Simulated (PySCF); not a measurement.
# Unknowns

Computed data (PySCF): couplings computed with B3LYP/pcJ-1 (spin–dipole term left out of most H,H and C,H couplings), σ from GIAO-PBE0/pcSseg-1, geometry: PBE0-D3(BJ)/def2-SVP. Non-relativistic, a single conformation, rapidly exchanging positions averaged, no solvent.

Chemical shifts δ = σref − σ; TMS for $^{1}$H (σ = 31.27 ppm), $^{13}$C (σ = 184.41 ppm), all at this level. Multiplet labels drop J under 1 Hz and among equivalent protons, and merge close values. Unscaled 3J(H,H) run several per cent high. Where no couplings were computed, multiplicities follow the n + 1 count of equivalent neighbours, and m marks all less simple cases (inequivalent or close neighbours, rings, F or P nearby). Carbons bonded to boron are broad in practice. Shifts are as computed. Against solution values, carbons near 30 ppm lie about +2 ppm off and those near 130 ppm about +5 ppm. Of 1313 compounds with measured shifts, 239 miss one by over three times the rms of a fit or turn the order of signals round; such compounds aren't used in these exercises. Across acyclic CH2–CH2 and CH–CH2 bonds, 3J(H,H) assumes equally populated rotamers. OH and NH positions are gas-phase values without hydrogen bonding to other molecules.

Question: C4H11BO2. $^{1}$H NMR (600 MHz, computed): δ 3.64 (br s, 1H), 3.40 (t, J = 8.3 Hz, 2H), 1.57 (sext, J = 8.4 Hz, 2H), 0.87 (t, J = 8.5 Hz, 3H), 0.28 (s, 3H). $^{13}$C{$^{1}$H} NMR (computed): δ 68.9 (CH2), 27.6 (CH2), 10.9 (CH3), -4.0 (CH3). Give a structure.

Answer: `CCCOB(C)O`. 4 carbon signals for 4 carbons: no two carbons are equivalent. Carbon types of the structure: 2 × CH2, 2 × CH3, leaving 1 H on heteroatoms. δC 68.9: sp3 CH2 bonded to O; the inductive effect lowers its shielding. δC 10.9: methyl carbon; a saturated carbon with 1 carbon neighbour and no heteroatom attached. δH 3.64: hydrogen on an oxygen bonded to B; exchangeable; this is the value without hydrogen bonding to other molecules. δH 0.87: hydrogen on a methyl carbon; far from electronegative atoms and π systems. The protons at 0.87 and 1.57 share a coupling of 8.5 Hz (vicinal). The protons at 1.57 and 3.40 share a coupling of 8.3 Hz (vicinal).

The data come from this structure; uniqueness wasn't tested.

Question: C7H12N2. $^{1}$H NMR (500 MHz, computed): δ 9.08 (br s, 1H), 7.37 (m, 1H), 7.33 (m, 1H), 1.27 (s, 9H). $^{13}$C{$^{1}$H} NMR (computed): δ 139.4, 137.1, 127.5, 34.0, 30.0. Give a structure.

Answer: `InChI=1S/C7H12N2/c1-7(2,3)6-4-8-9-5-6/h4-5H,1-3H3,(H,8,9)`. Rings plus π bonds: 3 (1 ring in the answer). 5 carbon signals for 7 carbons: some carbons are equivalent by symmetry or fast rotation. Carbon types of the structure: 2 × C, 2 × CH, 3 × CH3, leaving 1 H on heteroatoms. δC 139.4, 127.5: aromatic CH next to a ring nitrogen. δC 137.1: substituted aromatic carbon. δC 30.0: quaternary sp3 carbon on an aromatic ring; aliphatic region, no heteroatom directly attached. δH 9.08: hydrogen on a pyrrole-type ring nitrogen; exchangeable, gas-phase position.

This is the structure that produced the data.
